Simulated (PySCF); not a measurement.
## Atomic charges by several schemes

Species: C5H10OSi2.
Atom-mapped SMILES: `[O:1]=[C:2]1[CH2:3][CH:4]=[C:5]([SiH2:6][SiH3:7])[CH2:8]1` (hydrogens: H9, H10 on C3; H11 on C4; H12, H13 on Si6; H14, H15, H16 on Si7; H17, H18 on C8)

Cartesian coordinates in Å at the GFN2-xTB level; atoms count from 1:
```xyz
18
C5H10OSi2 angstrom
O     -2.958    1.085   -1.421
C     -2.185    0.481   -0.727
C     -2.516   -0.245    0.562
C     -1.200   -0.798    1.005
C     -0.200   -0.511    0.174
Si     1.614   -0.971    0.347
Si     2.907    0.945    0.463
C     -0.699    0.308   -0.982
H     -3.261   -1.023    0.377
H     -2.953    0.446    1.287
H     -1.108   -1.370    1.912
H      1.714   -1.833    1.532
H      1.940   -1.815   -0.815
H      2.806    1.759   -0.753
H      2.513    1.815    1.575
H      4.327    0.636    0.645
H     -0.538   -0.188   -1.942
H     -0.212    1.284   -1.045
```

Density: PBE0/pcSseg-1 (PySCF); schemes: Mulliken, IAO, Hirshfeld and ESP-fitted. The structure is a single GFN2-xTB conformer in the gas phase; no vibrational or solvent corrections.

Q: Tabulate the Mulliken, IAO, Hirshfeld and ESP-fitted charges.

A: In e; atoms taken as equivalent share a row and are averaged (×n: the atom named and its like, n in all):

```
       atom                      environment  Mulliken     IAO  Hirshfeld  ESP-fitted
         O1                    ketone oxygen    -0.347  -0.400     -0.241      -0.536
         C2           ketone carbonyl carbon    +0.172  +0.401     +0.178      +0.657
         C3    sp3 carbon next to a carbonyl    -0.164  -0.336     -0.080      -0.232
         C4                 alkene CH carbon    -0.119  -0.141     -0.042      -0.130
         C5  fully substituted alkene carbon    -0.438  -0.270     -0.098      -0.134
        Si6                     SiH2 silicon    +0.400  +0.452     +0.242      +0.159
        Si7                     SiH3 silicon    +0.174  +0.277     +0.215      +0.243
         C8    sp3 carbon next to a carbonyl    -0.153  -0.329     -0.084      -0.274
     H9/H10               methylene hydrogen    +0.168  +0.173     +0.059      +0.105
        H11                 vinylic hydrogen    +0.082  +0.151     +0.050      +0.130
    H12/H13                    Si–H hydrogen    -0.058  -0.102     -0.075      -0.054
H14/H15/H16                    Si–H hydrogen    -0.055  -0.094     -0.072      -0.075
    H17/H18               methylene hydrogen    +0.169  +0.168     +0.055      +0.119
```

Mean size of the charges over all atoms: IAO 0.218 e, ESP-fitted 0.182 e, Mulliken 0.167 e, Hirshfeld 0.101 e. Each set sums to the total charge, 0, to within 0.001 e. The IAO scheme counts the electrons in orthogonalised intrinsic atomic orbitals, a minimal basis polarised so that it spans the occupied orbitals exactly.

Lowest charge. The schemes don't all agree: Mulliken C5 (-0.438); IAO O1 (-0.400); Hirshfeld O1 (-0.241); ESP-fitted O1 (-0.536).

Highest charge. The schemes don't all agree: Mulliken Si6 (+0.400); IAO Si6 (+0.452); Hirshfeld Si6 (+0.242); ESP-fitted C2 (+0.657).

Q: Sum the charges by element, for elements with more than one atom.

A: 
```csv
element,atoms,Mulliken,IAO,Hirshfeld,ESP-fitted
C,5,-0.703,-0.675,-0.127,-0.112
Si,2,+0.574,+0.728,+0.457,+0.402
H,10,+0.475,+0.347,-0.089,+0.246
```

Q: How closely do the schemes follow one another over all atoms?

A: Correlation coefficient and root-mean-square difference: IAO with Hirshfeld 0.94, 0.140 e; Mulliken with IAO 0.93, 0.098 e; IAO with ESP-fitted 0.90, 0.111 e; Mulliken with Hirshfeld 0.88, 0.111 e; Hirshfeld with ESP-fitted 0.86, 0.151 e; Mulliken with ESP-fitted 0.75, 0.160 e.

Q: How many electrons does the IAO scheme count on C8?

A: Z − q = 6 − (-0.329) = 6.329.

The run behind these numbers computed NMR shieldings as well. Time: 34 s of wall time; peak memory 0.83 GiB. Hardware: one thread, Arm Neoverse V1 (aarch64), on a shared host.
